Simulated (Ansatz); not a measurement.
Calculated with Ansatz (gas phase, PBE0-D4/def2-TZVP geometries, no zero-point term in ΔE). CCSD(T)/CBS is the MP2 limit (def2-TZVPP, def2-QZVPP) plus CCSD(T) − MP2 in def2-TZVPP, frozen cores. Functionals use def2-TZVPP. B3LYP here is the variant with VWN-RPA as its local correlation; programs differ in this. Elements past krypton have def2 core potentials. For Ge, Te outer-core shells are correlated without core-valence functions, which leaves a few kJ/mol of doubt a bond. Scalar relativity is left out up to krypton. One conformer a species, not always the lowest.

`OC[S][GeH3]` + H₂Te → `OC[TeH]` + `[SH][GeH3]`  (substitution at a C–S bond)

Is it downhill or uphill in electronic energy at CCSD(T)/CBS, and by how much? (An estimate is asked.)

The calculation gave: Downhill: ΔE = -10.5 kJ/mol.

What do these levels give: r2SCAN-D4, PBE0-D4, ωB97M-V, B2PLYP, r2SCAN, B3LYP, SCS-MP2/def2-TZVPP, CCSD/def2-TZVPP, HF/def2-QZVPP, HF/CBS(def2), MP2/CBS(def2), CCSD/CBS(def2)? (Estimate.)

Ansatz gave: r2SCAN-D4 -7.7, PBE0-D4 -6.5, ωB97M-V -5.3, B2PLYP -10.7, r2SCAN -8.4, B3LYP -12.0, SCS-MP2/def2-TZVPP -10.4, CCSD/def2-TZVPP -7.9, HF/def2-QZVPP -7.6, HF/CBS(def2) -7.7, MP2/CBS(def2) -12.9, CCSD/CBS(def2) -10.4 kJ/mol.

Largest T1 diagnostic among the species: 0.012.
